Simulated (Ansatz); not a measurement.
Ideal-gas functions of `B[CH](Cl)[GaH2]` at 600 K and 1 bar, from an Ansatz frequency run at PBE0-D4/def2-TZVP.

Molar mass 133.04 g/mol, point group C1 (symmetry number 1), electronic degeneracy 1, moments of inertia 99.258, 174.019, 245.935 u Å². Harmonic wavenumbers (cm⁻¹, unscaled): 138, 165, 287, 333, 418, 450, 546, 582, 612, 721, 822, 896, 956, 1097, 1189, 1297, 2016, 2038, 2576, 2669, 3210.

Use S(trans) = R[1.5 ln M + 2.5 ln T − 1.1517]; rotational temperatures θ = 24.2544 K / I; S(rot) = R[ln(√π/σ · √(T³/θAθBθC)) + 1.5]; for each mode x = 1.438777 ν̃/T, S = R[x/(eˣ − 1) − ln(1 − e⁻ˣ)] and H = RT x/(eˣ − 1); 1 cm⁻¹ = 0.0119627 kJ/mol; R = 8.31446 J/(mol·K).

Problem. By hand: the entropy, in J/(mol·K).

Solution. Translation 184.4. Rotation: θ = 0.2444, 0.1394, 0.0986 K, giving 120.7. Vibration, mode by mode: 17.55, 16.08, 11.58, 10.40, 8.63, 8.07, 6.64, 6.19, 5.83, 4.73, 3.90, 3.39, 3.03, 2.32, 1.95, 1.59, 0.39, 0.37, 0.12, 0.10, 0.03, in all 112.9. Electronic 0.0. Sum 418.0 J/(mol·K).

Problem. By hand: H − E and G − E in kJ/mol, counted from the electronic energy.

Solution. Zero-point energy ½ × 23018 × 0.0119627 = 137.7; thermal vibration 36.9; translation, rotation and pV give 4 RT = 20.0. H − E = 194.6 kJ/mol, and G − E = 194.6 − 600 × 418.0/1000 = -56.2 kJ/mol.

Vibration gives 27 % of the entropy, 17.5 J/(mol·K) of it from the mode under 150 cm⁻¹: soft modes count most, and the harmonic formula is weakest for them. The sum counts one conformer and one mirror image; others add a mixing term.
